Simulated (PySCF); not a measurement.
`O=CC/C=N\[SiH3]`. The calculation used PBE0-D3(BJ)/def2-SVP geometry optimisation, gas phase in PySCF 2.14.0.

```
atom  x, y, z in Å
O1    -2.5541    0.3441    1.3692
C2    -1.3958    0.2672    1.0737
C3    -0.8660    0.2894   -0.3453
C4    -0.1450   -1.0054   -0.6488
N5     1.0696   -1.2764   -0.4417
Si6    2.4131   -0.3554    0.1882
H7    -0.5994    0.1600    1.8569
H8    -1.7138    0.4443   -1.0271
H9    -0.1626    1.1355   -0.4222
H10   -0.8014   -1.8010   -1.0547
H11    2.8391   -1.0174    1.4542
H12    2.1316    1.0917    0.4839
H13    3.5117   -0.4285   -0.8155
```

Problem. Give the dihedral angles C2–C3–C4–H10, H10–C4–N5–Si6, H9–C3–C4–N5.

Solution. C2–C3–C4–H10 89° (synclinal); H10–C4–N5–Si6 -179° (antiperiplanar); H9–C3–C4–N5 30°. Dihedral signs follow IUPAC: positive where, seen along the central bond, the front bond turns clockwise onto the rear one.

Problem. Work out the bond lengths C3–C4, C3–H8, C3–H9, C4=N5, C4–H10, N5–Si6 in Å.

Solution. For C3–C4 the difference vector is (0.7210, -1.2948, -0.3035) Å, of length 1.5128 Å. C3–C4 1.513; C3–H8 1.099; C3–H9 1.103; C4=N5 1.262; C4–H10 1.108; N5–Si6 1.746 Å.

Problem. Where is the centre of mass (commonest isotopes), and what is the radius of gyration?

Solution. Mass 101.030 u; centre at (0.178, -0.278, 0.222) Å; Rg = √(Σ m r²/M) = 2.090 Å. As Ia + Ib + Ic = 2 Σ m r², the three principal moments sum to 882.8 u·Å².

Problem. How far are the heavy atoms from their best plane (unweighted least squares)?

Solution. 0.367 Å rms; O1 0.26, C2 0.09, C3 0.74, C4 0.12, N5 0.38, Si6 0.12 Å (magnitudes).

Problem. What is the repulsion energy of the bare nuclei, Σ ZA·ZB/RAB?

Solution. 268.25 Eh over 78 pairs, with full nuclear charges and distances in bohr; the largest single term is 29.69 Eh (N5 with Si6).

Problem. How far apart are these pairs, which share no bond: O1···N5, C3···H10, C4···H8, Si6···H9, H10···H12?

Solution. O1···N5 4.363 Å (4 bonds apart); C3···H10 2.208 Å (2 bonds apart); C4···H8 2.169 Å (2 bonds apart); Si6···H9 3.038 Å (4 bonds apart); H10···H12 4.397 Å (4 bonds apart).

Problem. Write the matrix of distances between heavy atoms (Å, lower triangle).

Solution. 
```
O1    0.000
C2    1.198  0.000
C3    2.407  1.515  0.000
C4    3.420  2.480  1.513  0.000
N5    4.363  3.280  2.491  1.262  0.000
Si6   5.153  3.960  3.384  2.769  1.746  0.000
```

Whether it is a minimum is left open (no frequencies). The numbers are those of one conformer.
